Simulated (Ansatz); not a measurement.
## Abstraction of Cl: SnCl4 + CH2F → SnCl3 + CH2ClF

Species: SnCl4 (tin tetrachloride) `[Cl][Sn]([Cl])([Cl])[Cl]`, singlet; CH2F `[CH2]F`, doublet; SnCl3 `[Cl][Sn]([Cl])[Cl]`, doublet; CH2ClF (chlorofluoromethane) `FCCl`, singlet. A radical takes Cl: the energy is the difference in strength between the Sn–Cl bond broken and the C–Cl bond made.

Shapes, held fixed at every level: PBE0-D4/def2-TZVP. Programs: Ansatz 0.2.0. Electronic energies: no zero-point or thermal term.

| level | kind | ΔE (kJ/mol) | less CCSD(T)/def2-TZVPP |
| --- | --- | --- | --- |
| MP2/def2-SVP | perturbation theory | -1.4 | +8.1 |
| HF/def2-SVP | Hartree–Fock | +23.6 | +33.1 |
| SPW92/def2-TZVPP | LDA | -57.3 | -47.8 |
| PBE0-D4/def2-TZVPP | global hybrid | -20.7 | -11.2 |
| wB97M-V/def2-TZVPP | range-separated hybrid | -18.9 | -9.4 |
| B2PLYP/def2-TZVPP | double hybrid | -20.1 | -10.6 |
| CCSD/def2-TZVPP | coupled cluster or CI | -6.3 | +3.2 |
| CCSD(T)/def2-TZVPP | coupled cluster or CI | -9.5 | 0.0 |

The highest level, CCSD(T)/def2-TZVPP, gives ΔE = -9.5 kJ/mol; the levels span -57.3 to +23.6. They disagree on the sign: 1 of 8 are positive. The column of differences is taken from that level and isn't an error. No measured value is set beside it here. Open shells run unrestricted. For atoms past krypton def2 sets carry core potentials with scalar relativity. Outer-core shells of Sn are correlated, in sets that cover them unevenly.
